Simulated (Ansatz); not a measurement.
Several settings on one geometry of Cd₇H₂₀S₇ (that of the charge 0 singlet, PBE-D4/def2-SVP). Ansatz on 2 threads of AMD EPYC 7R13 on a shared host and a share (18 GiB) of an NVIDIA H100 80GB HBM3; times are rough.

Cartesian coordinates in Å:
```
Cd 0.017 -4.893 -2.121
S -0.022 -4.086 1.016
S -0.008 -1.842 -1.911
Cd -2.403 -1.028 -1.344
Cd -0.005 -1.819 2.905
S -1.870 -0.828 1.371
S -1.911 1.667 -1.233
Cd -2.526 1.815 1.369
Cd 2.389 -1.040 -1.350
S 1.859 -0.843 1.364
S 1.913 1.659 -1.233
Cd 0.007 3.543 -1.029
Cd 2.529 1.801 1.369
S 0.004 2.691 1.569
H -1.671 -5.044 -2.204
H 1.711 -5.010 -2.113
H -0.997 -4.888 1.531
H 0.972 -4.884 1.499
H -0.007 -1.509 -3.232
H -3.961 -1.508 -1.810
H -0.001 -2.365 4.508
H -2.996 -1.319 1.960
H -2.994 2.282 -1.782
H -5.192 3.716 -0.994
H -5.004 3.472 -0.289
H -3.861 2.426 2.219
H 3.943 -1.526 -1.824
H 2.982 -1.344 1.949
H 3.000 2.268 -1.783
H 5.207 3.692 -0.997
H 0.008 5.105 -1.683
H 3.865 2.403 2.222
H 5.017 3.448 -0.292
H 0.007 3.787 2.377
```

Totals from different functionals, basis sets or treatments of relativity can't be compared as stabilities.

In the def2 sets Cd takes a core potential; there is no spin–orbit coupling.

Give the basis size and estimate the energy, ⟨S²⟩, dipole and time of these runs.

```
run                   method  charge    state                                                                                            further keys
  1     RKS revPBE/def2-TZVP       0  singlet  fitting: {mean_field: def2-universal-jkfit}; scf: {omitted_lower_state_checks: [starts]}; forces asked
  2   RKS B3LYP5/def2-mTZVPP       0  singlet                            fitting: {mean_field: def2-universal-jkfit}; scf: {lower_state_search: full}
  3  UKS r2SCAN50/def2-mTZVP       0  singlet  fitting: {mean_field: def2-universal-jkfit}; scf: {omitted_lower_state_checks: [starts]}; forces asked
```


```
run  functions  energy (Eh)  ⟨S²⟩  dipole (D)  wall time
  1        659   -3973.7449     –        2.17       16 s
  2        520   -3973.4006     –           –       43 s
  3        445   -3973.5227  0.00        2.38       25 s
```
